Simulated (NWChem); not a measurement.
BN2H4Br; SMILES B(N)(Br)N

```xyz
8

B      0.0000     0.0000    -0.9540
Br     0.0000     0.0000     1.0039
N      0.0000     1.2479    -1.6000
H      0.0000     2.1166    -1.0869
H      0.0000     1.3551    -2.6048
N      0.0000    -1.2479    -1.6000
H      0.0000    -1.3551    -2.6048
H      0.0000    -2.1166    -1.0869
```
Atoms are numbered in this order, from 1.

Level: PBE0/def2-SVP (NWChem), optimised geometry, unscaled harmonic frequencies. This build's default masses of Se (78.918 u) and Br (79.917 u) are each other's, which moves their modes by up to 0.6 %.

### Question
List the harmonic frequencies with IR intensities, and the thermochemistry.

### Answer
```csv
frequency (cm⁻¹),IR intensity (km/mol)
280,0.3
311,1.8
322,0.0
363,375.8
370,0.0
500,26.2
532,16.3
577,3.2
846,0.0
928,3.8
1217,273.1
1433,65.4
1581,60.8
1606,379.9
3650,81.5
3655,15.9
3766,45.7
3766,43.0
```

- zero-point energy: 36.7 kcal/mol
- thermal correction to the enthalpy at 298.15 K (with zero-point energy): 40.8 kcal/mol
- heat capacity Cv: 19.0 cal/(mol K)
- entropy at 298.15 K and 1 atm (symmetry number 2): 73.6 cal/(mol K)
- dipole moment: 3.21 D

Rigid rotor and harmonic oscillator.
